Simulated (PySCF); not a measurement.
Computed shifts of a molecule CH7ClFNSi2, PySCF with PBE/pcSseg-1, GIAO, gas phase, equivalent atoms averaged, in ppm (number of nuclei): ¹³C: 0.7 (1). ²⁹Si: 3.3 (1), -57.9 (1). ¹⁹F: -129.8 (1). ¹⁵N: 46.4 (1). ¹H: 5.07 (3), 0.89 (1), 0.75 (3). References: ¹³C against TMS (σ = 182.0 ppm); ²⁹Si against TMS (σ = 335.4 ppm); ¹⁹F against CFCl3 (σ = 133.6 ppm); ³⁵Cl against HCl (σ = 936.5 ppm); ¹⁵N against NH3 (σ = 267.0 ppm); ¹H against TMS (σ = 31.49 ppm), references at their B3LYP-D3(BJ)/def2-TZVP geometries, non-relativistic (without spin–orbit terms, shifts of atoms bonded to Cl or Br come out too high). Geometry: PBE0-D3(BJ)/def2-SVP. Other conformers were not sampled.

Task: Which molecule gave these data?
A) C[Si@](N)(F)[SiH2]Cl
B) C[Si@](F)(Cl)N[SiH3]
C) N[Si@@H](Cl)[C@H](F)[SiH3]
D) N[SiH2]C[Si@@H](F)Cl

Result: B, C[Si@](F)(Cl)N[SiH3]
